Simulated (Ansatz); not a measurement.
Ideal-gas functions of `[NH2][Al]1[O][GeH2]1` at 500 K and 1 bar, from an Ansatz frequency run at PBE0-D4/def2-TZVP.

Molar mass 133.63 g/mol, point group Cs (symmetry number 1), electronic degeneracy 1, moments of inertia 33.457, 286.193, 313.403 u Å². Harmonic wavenumbers (cm⁻¹, unscaled): 144, 149, 274, 339, 350, 391, 503, 587, 640, 657, 784, 886, 962, 1557, 2104, 2110, 3608, 3702.

Use S(trans) = R[1.5 ln M + 2.5 ln T − 1.1517]; rotational temperatures θ = 24.2544 K / I; S(rot) = R[ln(√π/σ · √(T³/θAθBθC)) + 1.5]; for each mode x = 1.438777 ν̃/T, S = R[x/(eˣ − 1) − ln(1 − e⁻ˣ)] and H = RT x/(eˣ − 1); 1 cm⁻¹ = 0.0119627 kJ/mol; R = 8.31446 J/(mol·K).

Task: By hand: the entropy, in J/(mol·K).

Result: Translation 180.7. Rotation: θ = 0.7249, 0.0847, 0.0774 K, giving 117.0. Vibration, mode by mode: 15.70, 15.42, 10.50, 8.84, 8.60, 7.76, 5.93, 4.88, 4.32, 4.16, 3.12, 2.47, 2.08, 0.52, 0.14, 0.14, 0.00, 0.00, in all 94.6. Electronic 0.0. Sum 392.3 J/(mol·K).

Task: By hand: H − E and G − E in kJ/mol, counted from the electronic energy.

Result: Zero-point energy ½ × 19747 × 0.0119627 = 118.1; thermal vibration 25.9; translation, rotation and pV give 4 RT = 16.6. H − E = 160.6 kJ/mol, and G − E = 160.6 − 500 × 392.3/1000 = -35.5 kJ/mol.

Vibration gives 24 % of the entropy, 31.1 J/(mol·K) of it from the modes under 150 cm⁻¹: soft modes count most, and the harmonic formula is weakest for them. The sum counts one conformer and one mirror image; others add a mixing term.
